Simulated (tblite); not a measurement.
CClF₃, triplet, at the geometry of the source list (a higher spin typed on purpose: for a closed-shell molecule this is an excited state); GFN1-xTB (tblite 0.6.0).

Input for tblite:
```
$ tblite run mol.xyz --method gfn1 --charge 0 --spin 2 --spin-polarized --json tblite.json --no-restart

# file mol.xyz
5

F     -0.57610000    -0.63500000    -1.04370000
C     -0.07440000    -0.00180000     0.00350000
F     -0.57130000     1.22370000     0.02310000
F     -0.47540000    -0.62840000     1.09700000
Cl     1.69720000     0.04150000    -0.08000000
```

### Question
Predict the main parts of the log of this tblite run.

### Answer

```
xTB calculator
 | screened Coulomb repulsion
 | Coulomb electrostatics
 |  * isotropic Klopman-Ohno-Mataga-Nishimoto electrostatics
 |  * onsite third-order electrostatics
 | DFT-D3(BJ) dispersion correction
 | Interactions (1)
 | [1] spin polarization

halogen bonding energy    0.0000000000000E+00 Eh
repulsion energy          3.6861652241093E-02 Eh
dispersion energy        -1.0412430238726E-03 Eh
interaction energy        0.0000000000000E+00 Eh
number of electrons       3.2000000000000E+01 e
integral cutoff           1.8692496428791E+01 bohr

------------------------------------------------------------
  cycle        total energy    energy error   density error
------------------------------------------------------------
      1     -21.33213589242  -2.1367956E+01   4.6712333E-01
      2     -21.55541405821  -2.2327817E-01   2.5423528E-01
      3     -21.55778072258  -2.3666644E-03   1.1885909E-01
      4     -21.55776245510   1.8267479E-05   1.1031865E-02
      5     -21.55789432166  -1.3186656E-04   2.3165015E-03
      6     -21.55789566237  -1.3407112E-06   1.7740985E-03
      7     -21.55790225015  -6.5877790E-06   6.3561388E-04
      8     -21.55790307985  -8.2970204E-07   2.9670489E-04
      9     -21.55790331321  -2.3335626E-07   1.5291823E-05
------------------------------------------------------------

electronic energy        -2.1593723722428E+01 Eh
total energy             -2.1557903313210E+01 Eh

Post processing:
 | Mayer-Wiberg bond orders

[Info] JSON dump of results written to 'tblite.json'
```
